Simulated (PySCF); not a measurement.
Species: `COC(=O)[Si@@H](N)C[SiH2][SiH3]`. The columns A, B, C and D hold Mulliken, IAO, Hirshfeld and ESP-fitted charges (e) of one PBE0/pcSseg-1 density (PySCF), in a shuffled order. Coordinates in Å (GFN2-xTB); the density's dipole moment is (-0.47, 1.12, 1.80) D.

| atom | x | y | z | A | B | C | D |
| --- | --- | --- | --- | --- | --- | --- | --- |
| C1 | -4.227 | 0.232 | 0.577 | -0.037 | -0.223 | -0.285 | -0.049 |
| O2 | -2.842 | 0.556 | 0.499 | -0.100 | -0.343 | -0.252 | -0.476 |
| C3 | -2.139 | 0.042 | -0.523 | +0.118 | +0.265 | +0.597 | +0.222 |
| O4 | -2.637 | -0.660 | -1.369 | -0.257 | -0.451 | -0.525 | -0.410 |
| Si5 | -0.317 | 0.632 | -0.468 | +0.384 | +1.005 | +0.364 | +0.934 |
| N6 | 0.007 | 0.835 | 1.208 | -0.316 | -0.845 | -0.962 | -0.631 |
| C7 | 0.834 | -0.700 | -1.163 | -0.246 | -0.826 | -0.366 | -0.846 |
| Si8 | 2.680 | -0.239 | -1.187 | +0.250 | +0.458 | +0.363 | +0.287 |
| Si9 | 3.581 | -0.101 | 0.934 | +0.209 | +0.261 | +0.139 | +0.149 |
| H10 | -4.711 | 1.043 | 1.116 | +0.054 | +0.161 | +0.139 | +0.124 |
| H11 | -4.357 | -0.709 | 1.113 | +0.051 | +0.152 | +0.155 | +0.121 |
| H12 | -4.641 | 0.132 | -0.428 | +0.044 | +0.159 | +0.153 | +0.128 |
| H13 | -0.261 | 1.845 | -1.308 | -0.088 | -0.158 | -0.099 | -0.091 |
| H14 | -0.733 | 1.171 | 1.803 | +0.111 | +0.274 | +0.356 | +0.205 |
| H15 | 0.897 | 1.198 | 1.507 | +0.104 | +0.259 | +0.393 | +0.205 |
| H16 | 0.515 | -0.935 | -2.177 | +0.049 | +0.176 | +0.109 | +0.185 |
| H17 | 0.708 | -1.620 | -0.590 | +0.045 | +0.168 | +0.120 | +0.179 |
| H18 | 2.813 | 1.028 | -1.926 | -0.078 | -0.106 | -0.097 | -0.037 |
| H19 | 3.378 | -1.247 | -2.006 | -0.076 | -0.099 | -0.114 | -0.040 |
| H20 | 5.033 | -0.304 | 0.943 | -0.073 | -0.091 | -0.063 | -0.046 |
| H21 | 3.376 | 1.217 | 1.557 | -0.076 | -0.106 | -0.074 | -0.075 |
| H22 | 3.032 | -1.073 | 1.886 | -0.071 | -0.090 | -0.051 | -0.037 |

**Question.** Which column most likely holds the ESP-fitted charges?

**Answer.** C. Σ q r misses the density's dipole by 0.04 D (C), 0.88 D (A), 1.52 D (B), 2.00 D (D). Charges fitted to the outside potential are the only set here that is tied to the molecule's multipoles.

**Question.** And the Hirshfeld charges?

**Answer.** A. The mean sizes are 0.129 e (A), 0.249 e (D), 0.263 e (C), 0.303 e (B), and Hirshfeld charges are commonly the smallest of these schemes.

As computed, A = Hirshfeld, B = IAO, C = ESP-fitted, D = Mulliken. Hydrogens on carbon: Hirshfeld +0.04 to +0.05, IAO +0.15 to +0.18, ESP-fitted +0.11 to +0.15, Mulliken +0.12 to +0.19 e.

The Hirshfeld scheme weights the molecular density at each point by an atom's share of the summed free-atom densities. The IAO scheme projects the occupied orbitals on a minimal set of polarised atomic orbitals and counts the electrons in each atom's part of it.

The structure is a single GFN2-xTB conformer in the gas phase; no vibrational or solvent corrections. GFN2-xTB frequencies show an imaginary mode (38i cm⁻¹), so this geometry is no minimum at that level.
